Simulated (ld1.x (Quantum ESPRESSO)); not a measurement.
## germanium (Ge): excitation energies, all-electron against TM

germanium (Ge), norm-conserving Troullier–Martins (Kleinman–Bylander form), made with ld1.x (Quantum ESPRESSO) 7.5 (PBE, scalar-relativistic). Core [Ar] 3d10, reference 4s2 4p2. Waves: 4s (bound): rc 1.30 bohr; 4p (bound): rc 1.50 bohr; 4d channel at -0.2 Ry: rc 1.50 bohr. Local part: all-electron potential smoothed inside 1.20 bohr (lloc = -1). Core correction: Bessel-smoothed model core inside 1.25 bohr.

Energies are relative to the spin-unpolarised reference configuration 4s2 4p2; without spin polarisation the order of configurations can differ from experiment.

```tsv
valence configuration	charge	ΔE all-electron (eV)	error AE − PS (meV)
4s2 4p1	+1	7.444	-7.3
4s2 4p0	+2	22.883	-72
4s1 4p0	+3	57.674	-342
4s0 4p4	0	16.195	-37
4s1 4p2	+1	16.160	-28
```

Q: What are ΔE and the potential's error for 4s2 4p1.5?

A: ΔE = 2.802 eV all-electron; the error (AE − PS) is -1.2 meV.

Q: What are ΔE and the potential's error for 4s2 4p2.3?

A: ΔE = -0.884 eV all-electron; the error (AE − PS) is 0.0 meV.

Levels in the configuration 4s0 4p4:

```json
{"level": "4p", "all-electron (eV)": "-5.206", "pseudo (eV)": "-5.208"}
```

Note: ghost states, extra bound levels that the all-electron valence spectrum of the same l lacks: d at -54.6 eV, s at -29.2 eV. A true bound ghost makes a file unfit for plane-wave use.
